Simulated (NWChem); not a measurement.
System: SiH₃Cl; SMILES [SiH3]Cl

The following NWChem deck was run.

```
start job
memory heap 200 mb stack 900 mb global 1100 mb
geometry units angstroms noautoz
  Si     0.000000     0.000000    -0.959954
  Cl     0.000000     0.000000     1.107816
  H     -0.787225    -1.168593    -1.442037
  H      1.405643    -0.097461    -1.442037
  H     -0.618418     1.266053    -1.442037
end
basis spherical
  * library def2-svp
end
dft
  xc becke97-d
  disp vdw 2
  iterations 150
  mulliken
end
task dft energy
```

Parts of the log:

```
             Northwest Computational Chemistry Package (NWChem) 7.3.0
             --------------------------------------------------------

 C3V symmetry detected

                             Geometry "geometry" -> ""
                             -------------------------

 Output coordinates in angstroms (scale by  1.889725989 to convert to a.u.)

  No.       Tag          Charge          X              Y              Z
 ---- ---------------- ---------- -------------- -------------- --------------
    1 Si                  14.0000    -0.00000000    -0.00000000    -0.99134826
    2 Cl                  17.0000    -0.00000000     0.00000000     1.07642174
    3 H                    1.0000     0.99632614     0.99632614    -1.47343126
    4 H                    1.0000    -1.36100682     0.36468068    -1.47343126
    5 H                    1.0000     0.36468068    -1.36100682    -1.47343126

 Effective nuclear repulsion energy (a.u.)      85.7469330851

      Symmetry information
      --------------------

 Group name             C3v
 Group number             17
 Group order               6
 No. of unique centers     3

                                 NWChem DFT Module
                                 -----------------

 Summary of "ao basis" -> "ao basis" (spherical)
 ------------------------------------------------------------------------------
       Tag                 Description            Shells   Functions and Types
 ---------------- ------------------------------  ------  ---------------------
 Si                         def2-svp                 8       18   4s3p1d
 Cl                         def2-svp                 8       18   4s3p1d
 H                          def2-svp                 3        5   2s1p

      Symmetry analysis of basis
      --------------------------

        a1         20
        a2          1
        e          30

  Rotation of axis

            General Information
            -------------------
          SCF calculation type: DFT
          Wavefunction type:  closed shell.
          No. of atoms     :     5
          No. of electrons :    34
           Alpha electrons :    17
            Beta electrons :    17
          Charge           :     0
          Spin multiplicity:     1
          Use of symmetry is: on ; symmetry adaption is: on
          Maximum number of iterations: 150
          AO basis - number of functions:    51
                     number of shells:    25
          Convergence on energy requested:  1.00D-06
          Convergence on density requested:  1.00D-05
          Convergence on gradient requested:  5.00D-04

              XC Information
              --------------
                   Becke 97-D Method XC Functional
                  Becke 1997-D Exchange Functional  1.000
                Becke 1997-D Correlation Potential  1.000

             Grid Information
             ----------------
          Grid used for XC integration:  medium
          Radial quadrature: Mura-Knowles
          Angular quadrature: Lebedev.
          Tag              B.-S. Rad. Rad. Pts. Rad. Cut. Ang. Pts.
          ---              ---------- --------- --------- ---------
          Si                  1.10       88           7.0       590
          Cl                  1.00       88           9.0       590
          H                   0.35       45           8.0       434
          Grid pruning is: on
          Number of quadrature shells:   221
          Spatial weights used:  Erf1

      Superposition of Atomic Density Guess
      -------------------------------------

 Sum of atomic energies:        -749.55990056

      Non-variational initial energy
      ------------------------------

 Total energy =    -749.967807
 1-e energy   =   -1207.544634
 2-e energy   =     371.829894
 HOMO         =      -0.385882
 LUMO         =       0.065454

      Symmetry analysis of molecular orbitals - initial
      -------------------------------------------------

  Numbering of irreducible representations:

     1 a1          2 a2          3 e

  Orbital symmetries:

     1 a1          2 a1          3 a1          4 a1          5 e
     6 e           7 a1          8 e           9 e          10 a1
    11 a1         12 a1         13 a1         14 e          15 e
    16 e          17 e          18 a1         19 e          20 e
    21 a1         22 a1         23 e          24 e          25 a1
    26 e          27 e

     ---------------------------------------------
      Total Density - Mulliken Population Analysis
     ---------------------------------------------

    Atom       Charge   Shell Charges
 -----------   ------   -------------------------------------------------------
    1 Si  14    13.32   2.00  1.99  0.98  0.25  5.94  1.03  0.99  0.15
    2 Cl  17    17.42   2.00  1.99  1.22  0.72  5.94  2.16  3.37  0.01
    3 H    1     1.09   0.70  0.37  0.01
    4 H    1     1.09   0.70  0.37  0.01
    5 H    1     1.09   0.70  0.37  0.01

   convergence    iter        energy       DeltaE   RMS-Dens  Diis-err
 ---------------- ----- ----------------- --------- --------- ---------
 d= 0,ls=0.0,diis     1   -751.2855197250 -8.37D+02  1.60D-02  2.04D-01
 d= 0,ls=0.0,diis     2   -751.2838404104  1.68D-03  1.03D-02  1.68D-01
 d= 0,ls=0.0,diis     3   -751.3103805661 -2.65D-02  2.91D-03  1.92D-02
 d= 0,ls=0.0,diis     4   -751.3131990259 -2.82D-03  6.22D-04  7.56D-04
 d= 0,ls=0.0,diis     5   -751.3132940839 -9.51D-05  1.11D-04  2.21D-05
  Resetting Diis
 d= 0,ls=0.0,diis     6   -751.3132980230 -3.94D-06  1.41D-05  5.19D-07
 d= 0,ls=0.0,diis     7   -751.3132981277 -1.05D-07  3.77D-06  1.02D-08

         Total DFT energy =     -751.313298127682
      One electron energy =    -1209.085325874029
           Coulomb energy =      422.370541547969
    Exchange-Corr. energy =      -50.342728544918
 Nuclear repulsion energy =       85.746933085099

    Dispersion correction =       -0.002718341803

 Numeric. integr. density =       33.999992194087

                  Occupations of the irreducible representations
                  ----------------------------------------------

                     irrep           alpha         beta
                     --------     --------     --------
                     a1                9.0          9.0
                     a2                0.0          0.0
                     e                 8.0          8.0

                       DFT Final Molecular Orbital Analysis
                       ------------------------------------

 Vector   15  Occ=2.000000D+00  E=-3.406115D-01  Symmetry=e
              MO Center=  1.6D-01,  3.0D-01, -7.9D-01, r^2= 2.7D+00
   Bfn.  Coefficient  Atom+Function         Bfn.  Coefficient  Atom+Function
  ----- ------------  ---------------      ----- ------------  ---------------
    37      0.320904  3 H  s                  8      0.231178  1 Si px
    29      0.201930  2 Cl px                42     -0.199860  4 H  s
    11      0.181417  1 Si px                 9      0.173758  1 Si py
    26      0.164806  2 Cl px                30      0.151775  2 Cl py
    12      0.136357  1 Si py                38      0.133431  3 H  s

 Vector   16  Occ=2.000000D+00  E=-2.744334D-01  Symmetry=e
              MO Center=  7.1D-03,  1.4D-01,  4.5D-01, r^2= 2.6D+00
   Bfn.  Coefficient  Atom+Function         Bfn.  Coefficient  Atom+Function
  ----- ------------  ---------------      ----- ------------  ---------------
    29      0.526116  2 Cl px                26      0.392438  2 Cl px
    30      0.233877  2 Cl py                23      0.226338  2 Cl px
    37     -0.204610  3 H  s                 27      0.174453  2 Cl py
    42      0.170443  4 H  s                 38     -0.166533  3 H  s
    43      0.138724  4 H  s                  8     -0.109673  1 Si px

 Vector   17  Occ=2.000000D+00  E=-2.744334D-01  Symmetry=e
              MO Center= -7.1D-03, -1.4D-01,  4.5D-01, r^2= 2.6D+00
   Bfn.  Coefficient  Atom+Function         Bfn.  Coefficient  Atom+Function
  ----- ------------  ---------------      ----- ------------  ---------------
    30      0.526116  2 Cl py                27      0.392438  2 Cl py
    29     -0.233877  2 Cl px                24      0.226338  2 Cl py
    47      0.216537  5 H  s                 48      0.176241  5 H  s
    26     -0.174453  2 Cl px                42     -0.137858  4 H  s
    43     -0.112204  4 H  s                  9     -0.109673  1 Si py

 Vector   18  Occ=0.000000D+00  E=-1.882139D-02  Symmetry=a1
              MO Center=  1.2D-15,  4.5D-15, -8.8D-01, r^2= 3.3D+00
   Bfn.  Coefficient  Atom+Function         Bfn.  Coefficient  Atom+Function
  ----- ------------  ---------------      ----- ------------  ---------------
    13      1.062231  1 Si pz                31      0.578220  2 Cl pz
    22     -0.542957  2 Cl s                  3      0.330679  1 Si s
    10      0.312035  1 Si pz                28      0.228063  2 Cl pz
    21     -0.204787  2 Cl s                  7     -0.162764  1 Si pz
     2      0.148487  1 Si s                 20      0.145153  2 Cl s

 Vector   19  Occ=0.000000D+00  E= 3.074939D-02  Symmetry=e
              MO Center=  5.9D-02, -7.1D-02, -9.3D-01, r^2= 3.6D+00
   Bfn.  Coefficient  Atom+Function         Bfn.  Coefficient  Atom+Function
  ----- ------------  ---------------      ----- ------------  ---------------
    11      1.444531  1 Si px                43      1.146561  4 H  s
    38     -0.889706  3 H  s                 29     -0.294740  2 Cl px
     8      0.279466  1 Si px                48     -0.256855  5 H  s
    42      0.190521  4 H  s                 37     -0.147840  3 H  s
     5     -0.146002  1 Si px                26     -0.122642  2 Cl px

 Vector   20  Occ=0.000000D+00  E= 3.074939D-02  Symmetry=e
              MO Center= -5.9D-02,  7.1D-02, -9.3D-01, r^2= 3.6D+00
   Bfn.  Coefficient  Atom+Function         Bfn.  Coefficient  Atom+Function
  ----- ------------  ---------------      ----- ------------  ---------------
    12      1.444531  1 Si py                48      1.175639  5 H  s
    38     -0.810263  3 H  s                 43     -0.365377  4 H  s
    30     -0.294740  2 Cl py                 9      0.279466  1 Si py
    47      0.195353  5 H  s                  6     -0.146002  1 Si py
    37     -0.134639  3 H  s                 27     -0.122642  2 Cl py

     ---------------------------------------------
      Total Density - Mulliken Population Analysis
     ---------------------------------------------

    Atom       Charge   Shell Charges
 -----------   ------   -------------------------------------------------------
    1 Si  14    13.53   2.00  1.98  1.08  0.15  5.93  1.27  0.90  0.21
    2 Cl  17    17.26   2.00  1.98  1.28  0.69  5.93  2.18  3.17  0.02
    3 H    1     1.07   0.75  0.31  0.01
    4 H    1     1.07   0.75  0.31  0.01
    5 H    1     1.07   0.75  0.31  0.01

     -------------------------------------------
      Total Density - Lowdin Population Analysis
     -------------------------------------------

    Atom       Charge   Shell Charges
 -----------   ------   -------------------------------------------------------
    1 Si  14    13.64   2.00  1.93  0.71  0.36  5.82  1.27  1.21  0.34
    2 Cl  17    17.08   2.00  1.96  1.06  0.79  5.82  2.29  3.14  0.02
    3 H    1     1.09   0.65  0.42  0.02
    4 H    1     1.09   0.65  0.42  0.02
    5 H    1     1.09   0.65  0.42  0.02

     Multipole analysis of the density
     ---------------------------------

     L   x y z        total         alpha         beta         nuclear
     -   - - -        -----         -----         ----         -------
     0   0 0 0     -0.000000    -17.000000    -17.000000     34.000000

     1   1 0 0     -0.000000     -0.000000     -0.000000      0.000000
     1   0 1 0     -0.000000     -0.000000     -0.000000     -0.000000
     1   0 0 1     -0.506929     -0.253465     -0.253465      0.000000

     2   2 0 0    -20.499215    -15.566918    -15.566918     10.634620
     2   1 1 0      0.000000      0.000000      0.000000      0.000000
     2   1 0 1     -0.000000     -0.000000     -0.000000     -0.000000
     2   0 2 0    -20.499215    -15.566918    -15.566918     10.634620
     2   0 1 1     -0.000000     -0.000000     -0.000000      0.000000
     2   0 0 2    -19.939729    -81.336553    -81.336553    142.733377
```

Level: B97-D/def2-SVP. All runs use the structure optimised with PBE0/def2-SVP.
